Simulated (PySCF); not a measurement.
# Radial density of Ru²⁺ (ruthenium, charge +2)

UHF, [Kr] 4d5 5s1, high-spin 7S determinant (an excited configuration). Computed with PySCF 2.14 in x2c-TZVPPall with one added diffuse shell each of s, p, d, f type (9s7p7d3f1g, 95 functions), with scalar relativity by spin-free X2C-1e.

```csv
r (bohr),4πr²ρ (e/bohr),4πr²(ρα − ρβ)
0.0352,50.62,-0.0024
0.0592,50.90,0.0124
0.0996,69.74,0.1606
0.167,49.79,0.6358
0.282,52.65,0.8869
0.474,33.22,-0.0115
0.797,13.38,2.2202
1.34,9.398,3.8566
2.25,1.774,1.4878
3.79,0.2314,0.2310
6.38,0.0009039,0.0009
10.7,0.0001075,0.0001
```

Densities and radii are taken from the X2C orbitals without a picture-change correction, which distorts them close to the nucleus.

Where is the radial spin density 4πr²(ρα − ρβ) most negative, and why is it negative at all?

Around r = 0.474 bohr, down to -0.0115 e/bohr: exchange with the open shell polarises the paired shells in an unrestricted calculation.
